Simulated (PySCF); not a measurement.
Bi²⁺ (bismuth, charge +2) across methods

[Xe] 4f14 5d10 6s2 6p1, 2P determinant. All numbers are calculated (PySCF 2.14, a scalar-relativistic core potential, in aug-cc-pVTZ-PP with ECP60MDF).

| method | E (hartree) | mean ε 6s α (eV) | mean ε 6s β (eV) | mean ε 6p α (eV) | Σ⟨r²⟩ (bohr²) | ⟨S²⟩ |
| --- | --- | --- | --- | --- | --- | --- |
| r2SCAN | -213.8109 | -31.275 | -30.367 | -19.924 | 42.56 | 0.753 |
| TPSS | -213.6538 | -30.898 | -30.102 | -19.605 | 42.68 | 0.751 |
| r2SCANh | -213.7885 | -31.789 | -30.778 | -20.335 | 42.56 | 0.753 |
| LDA | -213.4146 | -31.303 | -30.724 | -19.713 | 42.72 | 0.750 |
| UHF | -212.72964 | -35.201 | -33.043 | -23.311 | 43.05 | 0.756 |
| MN15 | -213.2871 | -33.613 | -32.614 | -21.382 | 42.66 | 0.752 |
| PW91 | -213.8211 | -31.011 | -30.332 | -19.651 | 42.68 | 0.751 |
| PBE0 | -213.7184 | -32.258 | -31.236 | -20.689 | 42.66 | 0.752 |
| PBE | -213.7425 | -30.918 | -30.239 | -19.580 | 42.69 | 0.751 |

Energies and moments cover only the electrons outside the core potential. Spin-orbit coupling, absent here, splits the open shell strongly.
